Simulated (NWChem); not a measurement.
System: BSiH$_{5}$; SMILES B[SiH3]

Problem. Give the equilibrium geometry at PBE0/def2-SVP (NWChem) as an XYZ file, with the point group.

Solution. point group Cs; any orientation.
```
7

B     -0.0013     1.4131     0.0113
H      1.0216     2.0407     0.1548
H     -1.0128     2.0374    -0.2080
Si    -0.0024    -0.6010     0.0391
H      0.2646    -1.0195    -1.3806
H     -1.3134    -1.1980     0.4450
H      1.0763    -1.1919     0.8920
```
